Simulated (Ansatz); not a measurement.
## Ansatz (development build ahead of 0.2.0) run

```yaml
crystal:
  periodic: [false, false, false]
  atoms:
    - { symbol: Fe, position_ang: [0.0, 0.0, 0.0] }
    - { symbol: C, position_ang: [0.0, 0.0, 1.59] }
basis:
  gaussian: { orbitals: pcseg-2 }
magnetization:
  spin_polarized: true
  initial_magnetization: 2
hamiltonian:
  xc: hf
```

The input is written out in the form of the current development build from the run's settings.

Results

```yaml
Converged: yes
Total_energy: -1300.11991 hartree
Spin_squared_of_the_determinant: 4.437
Stability_test: minimum
```

Caution: another spin multiplicity may lie lower; the unrestricted determinant is a mixture of spin states.
